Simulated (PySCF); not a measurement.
formamidinium (CH5N2), SMILES NC=[NH2+], charge +1. Atoms are numbered in the order given.

```xyz
8

N      0.0000     1.1682    -0.1757
C      0.0000     0.0000     0.4278
N      0.0000    -1.1682    -0.1757
H      0.0000     1.2718    -1.1893
H      0.0000     2.0229     0.3753
H      0.0000     0.0000     1.5203
H      0.0000    -1.2718    -1.1893
H      0.0000    -2.0229     0.3753
```
Charge +1, spin multiplicity 1.

Geometry: PBE-D3(BJ)/def2-TZVP. One conformer was computed; it need not be the lowest.

These are B3LYP/pcJ-1 (PySCF) values and carry that method's errors.

Isotropic couplings with Fermi-contact, spin-dipole and both spin-orbit terms, one fixed conformer, no vibrational averaging. Isotopes: 13C, 14N, 1H.

Computed spin–spin coupling constants:
```csv
pair,bonds apart,J (Hz)
N1–C2,1,16.5
N1–H4,1,72.0
N1–H5,1,76.6
C2–N3,1,16.5
C2–H6,1,207.1
N3–H7,1,72.0
N3–H8,1,76.6
N1–N3,2,0.3
N1–H6,2,2.8
C2–H4,2,-1.5
C2–H5,2,4.2
C2–H7,2,-1.5
C2–H8,2,4.2
N3–H6,2,2.8
H4–H5,2,0.9
H7–H8,2,0.9
N1–H7,3,1.3
N1–H8,3,3.9
N3–H4,3,1.3
N3–H5,3,3.9
H4–H6,3,17.6
H5–H6,3,7.7
H6–H7,3,17.6
H6–H8,3,7.7
H4–H7,4,1.1
H4–H8,4,-0.3
H5–H7,4,-0.3
H5–H8,4,3.2
```
